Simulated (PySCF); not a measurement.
CH₃O, charge +1, singlet, geometry from GFN2-xTB; DF-PBE/cc-pVDZ run with PySCF.

Here is a job for PySCF.
```python
from pyscf import gto, scf, dft

mol = gto.Mole()
mol.atom = '''
    O    -0.103649   -0.129330    0.589891
    C     0.111729    0.040165   -0.600830
    H     0.141939    1.016085   -1.104047
    H     0.288384   -0.857768   -1.211331
    H    -0.271502    0.635328    1.201233
'''
mol.basis = 'cc-pvdz'
mol.charge = 1
mol.spin = 0
mol.verbose = 4
mol.build()

mf = dft.RKS(mol)
mf.xc = 'pbe'
mf = mf.density_fit(auxbasis='def2-universal-jkfit')
mf.kernel()
```

The log (banner, timings and long lists left out):

```
PySCF version 2.14.0

[INPUT] verbose = 4
[INPUT] num. atoms = 5
[INPUT] num. electrons = 16
[INPUT] charge = 1
[INPUT] spin (= nelec alpha-beta = 2S) = 0
[INPUT] symmetry False subgroup None
[INPUT] Mole.unit = angstrom
[INPUT] Symbol           X                Y                Z      unit          X                Y                Z       unit  Magmom
[INPUT]  1 O     -0.103649000000  -0.129330000000   0.589891000000 AA   -0.195868223085  -0.244398279690   1.114732433346 Bohr   0.0
[INPUT]  2 C      0.111729000000   0.040165000000  -0.600830000000 AA    0.211137210172   0.075900849793  -1.135404147422 Bohr   0.0
[INPUT]  3 H      0.141939000000   1.016085000000  -1.104047000000 AA    0.268225836395   1.920122369279  -2.086346458648 Bohr   0.0
[INPUT]  4 H      0.288384000000  -0.857768000000  -1.211331000000 AA    0.544966778707  -1.620946598416  -2.289083836196 Bohr   0.0
[INPUT]  5 H     -0.271502000000   0.635328000000   1.201233000000 AA   -0.513064422272   1.200595919268   2.270001381790 Bohr   0.0

nuclear repulsion = 37.3455524260413
number of shells = 19
number of NR pGTOs = 73
number of NR cGTOs = 43
basis = cc-pvdz
ecp = {}

******** <class 'pyscf.df.df_jk.DFRKS'> ********
method = DFRKS
initial guess = minao
damping factor = 0
level_shift factor = 0
DIIS = <class 'pyscf.scf.diis.CDIIS'>
diis_start_cycle = 1
diis_space = 8
diis_damp = 0
SCF conv_tol = 1e-09
SCF conv_tol_grad = None
SCF max_cycles = 50
direct_scf = False
XC library pyscf.dft.libxc version 7.1.2
    S. Lehtola, C. Steigemann, M. J. T. Oliveira, and M. A. L. Marques,  SoftwareX 7, 1–5 (2018)
XC functionals = pbe
    J. P. Perdew, K. Burke, and M. Ernzerhof,  Phys. Rev. Lett. 77, 3865 (1996)
    J. P. Perdew, K. Burke, and M. Ernzerhof,  Phys. Rev. Lett. 78, 1396 (1997)
    J. P. Perdew, K. Burke, and M. Ernzerhof,  Phys. Rev. Lett. 77, 3865 (1996)
    J. P. Perdew, K. Burke, and M. Ernzerhof,  Phys. Rev. Lett. 78, 1396 (1997)
radial grids:
    Treutler-Ahlrichs [JCP 102, 346 (1995); DOI:10.1063/1.469408] (M4) radial grids

becke partition: Becke, JCP 88, 2547 (1988); DOI:10.1063/1.454033
pruning grids: <function nwchem_prune>
grids dens level: 3
symmetrized grids: False
atomic radii adjust function: <function treutler_atomic_radii_adjust>
small_rho_cutoff = 0
Set gradient conv threshold to 3.16228e-05
Initial guess from minao.
tot grids = 57624
init E= -115.166779009428
  HOMO = -0.370445222294376  LUMO = -0.144564026258231  gap/eV = 6.14654
cycle= 1 E= -114.61190412003  delta_E= 0.555  |g|= 0.478  |ddm|= 1.97
  HOMO = -0.543792754128189  LUMO = -0.398181758602576  gap/eV = 3.96228
cycle= 2 E= -114.349723856145  delta_E= 0.262  |g|= 1.24  |ddm|= 0.909
  HOMO = -0.606779792648218  LUMO = -0.408807767377823  gap/eV = 5.38709
cycle= 3 E= -114.653535147438  delta_E= -0.304  |g|= 0.0878  |ddm|= 0.719
  HOMO = -0.604339885059868  LUMO = -0.407206518967897  gap/eV = 5.36427
cycle= 4 E= -114.655563159328  delta_E= -0.00203  |g|= 0.0115  |ddm|= 0.0783
  HOMO = -0.603930990260448  LUMO = -0.407482245072794  gap/eV = 5.34564
cycle= 5 E= -114.655594007976  delta_E= -3.08e-05  |g|= 0.00211  |ddm|= 0.00884
  HOMO = -0.603782665326098  LUMO = -0.407256576812755  gap/eV = 5.34775
cycle= 6 E= -114.655595087129  delta_E= -1.08e-06  |g|= 0.000402  |ddm|= 0.00162
  HOMO = -0.603861531329025  LUMO = -0.407347452927833  gap/eV = 5.34742
cycle= 7 E= -114.655595115855  delta_E= -2.87e-08  |g|= 0.00015  |ddm|= 0.000346
  HOMO = -0.603849648282528  LUMO = -0.407325786382376  gap/eV = 5.34769
cycle= 8 E= -114.655595121442  delta_E= -5.59e-09  |g|= 8.51e-06  |ddm|= 0.000117
  HOMO = -0.603848983456594  LUMO = -0.407325200163319  gap/eV = 5.34768
cycle= 9 E= -114.655595121464  delta_E= -2.14e-11  |g|= 1.43e-06  |ddm|= 1.04e-05
  HOMO = -0.603848515530963  LUMO = -0.407324824312227  gap/eV = 5.34768
Extra cycle  E= -114.655595121463  delta_E= 1.14e-12  |g|= 3.39e-06  |ddm|= 3.01e-06
converged SCF energy = -114.655595121463
```
